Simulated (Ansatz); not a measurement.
Stepwise reaction of `F[Si](F)(Cl)Cl` with hydrogen, as a gas-phase model of exchange steps in deposition or etching. ΔE in kJ/mol; ΔG adds harmonic PBE0-D4 terms to CCSD(T)/CBS, at 1 bar.

Program: Ansatz. Geometries: PBE0-D4/def2-TZVP. ΔE: electronic, gas phase. CCSD(T)/CBS is the MP2 limit (def2-TZVPP, def2-QZVPP) plus CCSD(T) − MP2 in def2-TZVPP, frozen cores. This one scheme is used for every species. DFT in def2-TZVPP. B3LYP here is the variant with VWN-RPA as its local correlation; programs differ in this.

```tsv
step	reaction	PBE-D4	B3LYP-D4	ωB97M-V	CCSD(T)/CBS	ΔG(400 K)
1	`F[Si](F)(Cl)Cl` + H₂ → `F[SiH](Cl)Cl` + H–F	116.1	123.8	125.4	121.2	119.3
```

Q: Give the row of step 2, `F[SiH](Cl)Cl` + H₂ → `Cl[SiH2]Cl` + H–F. (An estimate is asked.)

A: Computed: 
```
step                                  reaction  PBE-D4  B3LYP-D4  ωB97M-V  CCSD(T)/CBS  ΔG(400 K)
   2  `F[SiH](Cl)Cl` + H₂ → `Cl[SiH2]Cl` + H–F   119.7     126.8    127.6        122.9      125.4
```

Q: By hand: ΔE of the 2 steps together at CCSD(T)/CBS.

A: (121.2) + (122.9) = 244.1 kJ/mol, or 122.1 kJ/mol a step.

In ΔE the steps differ by no more than 1.7 kJ/mol. All are uphill at CCSD(T)/CBS. ΔG lies between 119.3 and 125.4 kJ/mol a step. PBE-D4 differs from CCSD(T)/CBS by -5.1 to -3.2 kJ/mol a step. Isolated molecules leave out the surface, adducts and barriers. Largest T1 diagnostic: 0.010.
